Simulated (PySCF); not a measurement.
PySCF input file for Al(CF3)(F)(OH) (CHAlF4O), SMILES [OH][Al]([F])[C](F)(F)F, HF/pcSseg-1. Geometry: PBE0-D3(BJ)/def2-SVP. The structure was generated by enumeration; whether it is a known compound was not checked. The values are those of a single conformer.

```python
import numpy as np
from pyscf import gto, scf, dft
from pyscf.prop.nmr import rhf as nmr

mol = gto.M(
    atom='''
    Al   -0.02093333    0.24740081    0.97848592
    C     0.00540427   -0.22090951   -0.96992884
    F    -0.52221383    0.73738292   -1.74825095
    F    -0.68283332   -1.34916094   -1.22258012
    F     1.26231096   -0.42800288   -1.40770125
    F    -0.54834980    1.74664695    1.44494127
    O     0.50974767   -0.91964451    2.06079463
    H     0.58149994   -0.89539156    3.01521875
    ''',
    basis='pcSseg-1',
    charge=0,
    spin=0,
    max_memory=1600,
    verbose=3,
)
mf = scf.RHF(mol)
mf.conv_tol = 1e-10
mf.max_cycle = 100
mf.kernel()
n = nmr.NMR(mf)
n.verbose = 2
n.max_cycle_cphf = 60
sigma = n.kernel()
print('atom   isotropic/ppm   span/ppm')
for i, s in enumerate(sigma):
    w = np.linalg.eigvalsh((s + s.T) / 2)
    print(f'{mol.atom_symbol(i):2s}{i + 1:3d} {w.mean():14.3f} {w[2] - w[0]:11.3f}')
```

Program output:

```
converged SCF energy = -753.047192481587
atom   isotropic/ppm   span/ppm
Al  1        512.383     120.101
C   2         73.619      19.728
F   3        289.112     195.775
F   4        290.339     196.150
F   5        290.677     197.438
F   6        384.239     129.633
O   7        326.428      77.679
H   8         29.227      24.368
```

The calculation finished and met its thresholds.
